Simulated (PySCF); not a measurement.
**Electron correlation in Ti (titanium, neutral)**

[Ar] 3d2 4s2, high-spin 3F determinant. Calculation: PySCF 2.14, in Sapporo-DKH3-DZP-2012 (6s5p3d1f, 43 functions); the spin-free X2C one-electron Hamiltonian (Gaussian nucleus). Frozen: [Ar]; 4 electrons correlated.

MP2 pair energies summed by pair of shells (mhartree):

```tsv
pair	energy	share (%)
4s-4s	-19.76	57.5
3d-4s	-11.96	34.8
3d-3d	-2.64	7.7
```

Total MP2 correlation energy: -34.36 mhartree.

Same-spin part -7.29 and opposite-spin part -27.07 mhartree; SCS-MP2 scales them by 1/3 and 6/5 to -34.91 mhartree.
